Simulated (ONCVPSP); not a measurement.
Building the ONCV potential for Co (Z = 27) (PBEsol, scalar-relativistic).

ONCVPSP 4.0.1 was run on this input:

```
# ATOM AND REFERENCE CONFIGURATION
# atsym  z   nc   nv     iexc    psfile
  Co 27.00    3    3  -116133      upf
#
#   n    l    f
    1    0    2.00
    2    0    2.00
    2    1    6.00
    3    0    2.00
    3    1    6.00
    3    2    7.00
#
# PSEUDOPOTENTIAL AND OPTIMIZATION
# lmax
    2
#
#   l,   rc,      ep,       ncon, nbas, qcut
    0    1.25    0.00    4    7   12.30
    1    1.20    0.00    5    9   13.70
    2    1.25    0.00    4    9   14.90
#
# LOCAL POTENTIAL
# lloc, lpopt,  rc(5),   dvloc0
    4    5    0.85    1.00
#
# VANDERBILT-KLEINMAN-BYLANDER PROJECTORs
# l, nproj, debl
    0    2    1.70
    1    3    3.50
    2    1    2.80
#
# MODEL CORE CHARGE
# icmod, fcfact, rcfact
    3    6.00    1.40
#
# LOG DERIVATIVE ANALYSIS
# epsh1, epsh2, depsh
   -6.00    5.00    0.04
#
# OUTPUT GRID
# rlmax, drl
    6.00    0.01
#
# TEST CONFIGURATIONS
# ncnf
    4
# nvcnf
#   n    l    f
    4
    3    0    2.00
    3    1    6.00
    3    2    7.00
    4    0    2.00
#
    4
    3    0    2.00
    3    1    6.00
    3    2    7.00
    4    0    1.00
#
    3
    3    0    2.00
    3    1    6.00
    3    2    6.00
#
    5
    3    0    2.00
    3    1    6.00
    3    2    7.00
    4    0    1.00
    4    1    1.00
#
```

Command:

```bash
oncvpsp.x < Co.dat > Co.out
```

The program printed (shortened: citation, most of the input echo, consistency checks and plot data are left out):

```
ONCVPSP  (Optimized Norm-Conservinng Vanderbilt PSeudopotential)
scalar-relativistic version 4.0.1

#   n    l    f        energy (Ha)
    1    0    2.00    -2.7946978E+02
    2    0    2.00    -3.3691113E+01
    2    1    6.00    -2.8965925E+01
    3    0    2.00    -4.4527446E+00
    3    1    6.00    -3.1075521E+00
    3    2    7.00    -9.9352301E-01

Reference configufation results
  iterations    23
  all-electron total energy (Ha)   -1.39095592D+03

Begin loop to  construct optimized pseudo wave functions
and semi-local pseudopoentials for all angular momenta

WARNING wellstate: negative energy specified for n= 4 l=  0
WARNING scattering state with energy  0.25000000
WARNING will be used for the first projector

   Wellstate for l =  0  n =  5
     eigenvalue =   0.2500
     asymptotic potential =   0.7500
     half-point radius =  3.3119

Calculating optimized projector #   1

 for l=   0

    Fraction of norm inside rc  0.932913
    Optimizing pswf for qcut=  12.29 a_B^-1,  ecut=  75.50 Ha
    Residual kinetic energy error=  7.91D-08 Ha

    Energy error per electron        Cutoff
         Ha          eV             Ha
         0.01000     0.27211       33.48
         0.00100     0.02721       44.62
         0.00010     0.00272       53.70
         0.00001     0.00027       61.00

Calculating optimized projector #   2

 for l=   0

    Fraction of norm inside rc  0.033991
    Optimizing pswf for qcut=  12.29 a_B^-1,  ecut=  75.50 Ha
    Residual kinetic energy error=  2.31D-08 Ha

    Energy error per electron        Cutoff
         Ha          eV             Ha
         0.01000     0.27211       21.51
         0.00100     0.02721       37.50
         0.00010     0.00272       49.02
         0.00001     0.00027       58.20

   Wellstate for l =  1  n =  5
     eigenvalue =   0.3924
     asymptotic potential =   0.8924
     half-point radius =  3.7328

   Wellstate for l =  1  n =  6
     eigenvalue =   3.8924
     asymptotic potential =   4.3924
     half-point radius =  2.6092

Calculating optimized projector #   1

 for l=   1

    Fraction of norm inside rc  0.877580
    Optimizing pswf for qcut=  13.71 a_B^-1,  ecut=  93.98 Ha
    Residual kinetic energy error=  9.16D-08 Ha

    Energy error per electron        Cutoff
         Ha          eV             Ha
         0.01000     0.27211       28.04
         0.00100     0.02721       35.25
         0.00010     0.00272       59.41
         0.00001     0.00027       74.21

Calculating optimized projector #   2

 for l=   1

    Fraction of norm inside rc  0.029844
    Optimizing pswf for qcut=  13.71 a_B^-1,  ecut=  93.98 Ha
    Residual kinetic energy error=  1.29D-08 Ha

    Energy error per electron        Cutoff
         Ha          eV             Ha
         0.01000     0.27211       20.66
         0.00100     0.02721       29.09
         0.00010     0.00272       36.38
         0.00001     0.00027       62.28

Calculating optimized projector #   3

 for l=   1

    Fraction of norm inside rc  0.040901
    Optimizing pswf for qcut=  13.71 a_B^-1,  ecut=  93.98 Ha
    Residual kinetic energy error=  5.41D-08 Ha

    Energy error per electron        Cutoff
         Ha          eV             Ha
         0.01000     0.27211       24.18
         0.00100     0.02721       32.55
         0.00010     0.00272       39.96
         0.00001     0.00027       70.06

Calculating optimized projector #   1

 for l=   2

    Fraction of norm inside rc  0.731222
    Optimizing pswf for qcut=  14.90 a_B^-1,  ecut= 111.01 Ha
    Residual kinetic energy error=  1.40D-08 Ha

    Energy error per electron        Cutoff
         Ha          eV             Ha
         0.01000     0.27211       60.71
         0.00100     0.02721       73.87
         0.00010     0.00272       84.61
         0.00001     0.00027       93.14

Construct Vanderbilt / Kleinmman-Bylander projectors

B matrix Hermiticity error, ll=   0
   1   2   -4.4402E-04

  Orthonormal projector coefficients  1.7912E+01  2.4903E+00

B matrix Hermiticity error, ll=   1
   1   2   -3.1521E-04
   1   3    6.1700E-04
   2   3    9.8663E-05

  Orthonormal projector coefficients  8.5106E+00  1.6830E+00  2.0018E-01

Model core correction analysis
  based on d2Exc/dn_idn_j

d2excae - all-electron derivatives

   -4.217447D-02   -3.925958D-02   -2.964096D-02
   -3.925978D-02   -3.772313D-02   -2.932628D-02
   -2.964133D-02   -2.932647D-02   -2.799402D-02

d2excps - pseudofunction derivatives with no core correction

   -4.562485D-02   -4.129045D-02   -3.277194D-02
   -4.129101D-02   -3.943364D-02   -3.255685D-02
   -3.277238D-02   -3.255700D-02   -2.992720D-02

rms 2nd derivative error    2.734511E-03

rmatch, rhocmatch    0.3920   51.7529

Teter function model core charge with specified parameters

d2excps - pseudofunction derivatives with core correction

   -3.854533D-02   -3.718988D-02   -3.048476D-02
   -3.718991D-02   -3.640522D-02   -3.065408D-02
   -3.048493D-02   -3.065420D-02   -2.861570D-02

rms 2nd derivative error    1.789213E-03

Pseudoatom total energy -143.999832

Diagnostic tests using Vanderbilt-Kleinman-Bylander pseudopotentials
  1 or more projectors used as specified by nproj input data

   l    rcore       rmatch      e in        delta e   norm test  slope test

   0   1.2509859   1.2889685  -4.4527446   0.0000054   1.0001945   1.0001858
   0   1.2509859   1.2889685   0.2500000   0.0000629   1.0003038   1.0003038

   1   1.2068812   1.2435247  -3.1075521   0.0000166   1.0001808   1.0002041
   1   1.2068812   1.2435247   0.3924479   0.0000930   1.0003720   1.0003720
   1   1.2068812   1.2435247   3.8924479   0.0003177   1.0003921   1.0003921

   2   1.2509859   1.2889685  -0.9935230  -0.0000034   0.9999990   1.0000119

 Testing for bound ghosts
   n   l    E NL Schr. Eq   E Basis Diag.   E Cutoff

   1   0       -4.452739       -4.452737    121.32

   2   1       -3.107536       -3.107493    343.89

   3   2       -0.993526       -0.989941    220.13

 Testing for highly-localized positive-energy ghosts
       l    <radius>/rc     E Basis Diag.   E Cutoff

Test configuration 0

   n   l     f        eae           eps        diff
   1   0  2.0000 -279.46978424
   2   0  2.0000  -33.69111342
   2   1  6.0000  -28.96592460
   3   0  2.0000   -4.45274465   -4.45273925    5.40D-06
   3   1  6.0000   -3.10755214   -3.10753556    1.66D-05
   3   2  7.0000   -0.99352301   -0.99352644   -3.43D-06

    Total energies and differences
      AE_ref= -1.39095592D+03  AE_tst= -1.39095592D+03  dif=  0.00D+00
      PS_ref= -1.43999832D+02  PS_tst= -1.43999832D+02  dif= -3.01D-12
      PSP excitation error=  3.01D-12

Test configuration 1

   n   l     f        eae           eps        diff
   1   0  2.0000 -278.76397181
   2   0  2.0000  -33.00363803
   2   1  6.0000  -28.27691133
   3   0  2.0000   -3.75348965   -3.75372785   -2.38D-04
   3   1  6.0000   -2.40746673   -2.40778614   -3.19D-04
   3   2  7.0000   -0.30244096   -0.30212845    3.13D-04
   4   0  2.0000   -0.20173199   -0.20180651   -7.45D-05

    Total energies and differences
      AE_ref= -1.39095592D+03  AE_tst= -1.39190198D+03  dif= -9.46D-01
      PS_ref= -1.43999832D+02  PS_tst= -1.44946094D+02  dif= -9.46D-01
      PSP excitation error=  2.03D-04

Test configuration 2

   n   l     f        eae           eps        diff
   1   0  2.0000 -279.09026526
   2   0  2.0000  -33.32272460
   2   1  6.0000  -28.59660549
   3   0  2.0000   -4.07783580   -4.07793145   -9.56D-05
   3   1  6.0000   -2.73232393   -2.73247977   -1.56D-04
   3   2  7.0000   -0.62431928   -0.62412128    1.98D-04
   4   0  1.0000   -0.46887389   -0.46893964   -6.58D-05

    Total energies and differences
      AE_ref= -1.39095592D+03  AE_tst= -1.39156955D+03  dif= -6.14D-01
      PS_ref= -1.43999832D+02  PS_tst= -1.44613556D+02  dif= -6.14D-01
      PSP excitation error=  9.50D-05

Test configuration 3

   n   l     f        eae           eps        diff
   1   0  2.0000 -280.20169538
   2   0  2.0000  -34.44499710
   2   1  6.0000  -29.71778738
   3   0  2.0000   -5.16071009   -5.16284910   -2.14D-03
   3   1  6.0000   -3.80682645   -3.80829004   -1.46D-03
   3   2  6.0000   -1.65852407   -1.65786607    6.58D-04

    Total energies and differences
      AE_ref= -1.39095592D+03  AE_tst= -1.38963893D+03  dif=  1.32D+00
      PS_ref= -1.43999832D+02  PS_tst= -1.42682963D+02  dif=  1.32D+00
      PSP excitation error=  1.27D-04

Test configuration 4

   n   l     f        eae           eps        diff
   1   0  2.0000 -278.83214756
   2   0  2.0000  -33.06804864
   2   1  6.0000  -28.34154440
   3   0  2.0000   -3.82156107   -3.82174694   -1.86D-04
   3   1  6.0000   -2.47572213   -2.47596751   -2.45D-04
   3   2  7.0000   -0.36851505   -0.36826304    2.52D-04
   4   0  1.0000   -0.24380119   -0.24385719   -5.60D-05
   4   1  1.0000   -0.07779037   -0.07779990   -9.53D-06

    Total energies and differences
      AE_ref= -1.39095592D+03  AE_tst= -1.39174091D+03  dif= -7.85D-01
      PS_ref= -1.43999832D+02  PS_tst= -1.44784950D+02  dif= -7.85D-01
      PSP excitation error=  1.34D-04
```

The run took about 5.8 s on one core of a shared server CPU.
